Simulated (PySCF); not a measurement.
H₅NOSn. Atoms are numbered in the order given.

```xyz
8

Sn     0.2927    -0.0250     0.0000
N     -0.7352     1.7296     0.0000
O     -1.0720    -1.4924     0.0000
H      1.2139    -0.0980     1.4456
H      1.2139    -0.0980    -1.4456
H     -1.3365     1.8243    -0.8194
H     -1.3365     1.8243     0.8194
H     -0.6674    -2.3709     0.0000
```
Charge 0, spin multiplicity 1.

The structure is a stationary point at r2SCAN-D4/def2-SVP. The geometry has at least one imaginary mode, so it is a saddle point at that level. The def2 effective core potentials stand for the cores of Sn; spin–orbit coupling is left out. The values are those of a single conformer.

Method: TDA-CAM-B3LYP/def2-SVPD in PySCF.

Vertical excitations. Gas-phase values at a fixed geometry. State labels are in the subgroup Cs.

| state | symmetry | energy (eV) | λ (nm) | f | main pairs |
|---|---|---|---|---|---|
| S1 | A' | 6.31 | 196 | 0.069 | HOMO→LUMO+1 58 %, HOMO→LUMO+2 30 % |
| S2 | A" | 6.40 | 194 | 0.035 | HOMO−1→LUMO 92 % |
| S3 | A' | 6.93 | 179 | 0.038 | HOMO→LUMO 81 % |
| S4 | A' | 7.08 | 175 | 0.006 | HOMO→LUMO+2 53 %, HOMO→LUMO+1 27 %, HOMO→LUMO+3 10 % |
| S5 | A" | 7.36 | 168 | 0.000 | HOMO−1→LUMO+1 61 %, HOMO−1→LUMO+2 31 % |
| S6 | A' | 7.61 | 163 | 0.169 | HOMO−2→LUMO 86 % |
| S7 | A" | 7.63 | 163 | 0.059 | HOMO−1→LUMO+2 62 %, HOMO−1→LUMO+1 31 % |
| S8 | A' | 7.96 | 156 | 0.004 | HOMO→LUMO+3 71 % |
| S9 | A" | 8.17 | 152 | 0.004 | HOMO−3→LUMO 46 %, HOMO−1→LUMO+3 29 %, HOMO→LUMO+4 13 % |
| S10 | A" | 8.25 | 150 | 0.012 | HOMO→LUMO+4 76 % |
| T1 | A' | 5.61 | 221 | 0 | HOMO→LUMO+2 40 %, HOMO→LUMO+1 33 %, HOMO→LUMO 20 % |
| T2 | A" | 5.78 | 215 | 0 | HOMO−1→LUMO 86 % |
| T3 | A' | 6.31 | 196 | 0 | HOMO→LUMO 41 %, HOMO−2→LUMO 25 %, HOMO→LUMO+1 18 % |
| T4 | A' | 6.70 | 185 | 0 | HOMO−2→LUMO 56 %, HOMO→LUMO 15 %, HOMO→LUMO+1 9 % |
Triplets are in the Tamm–Dancoff approximation.
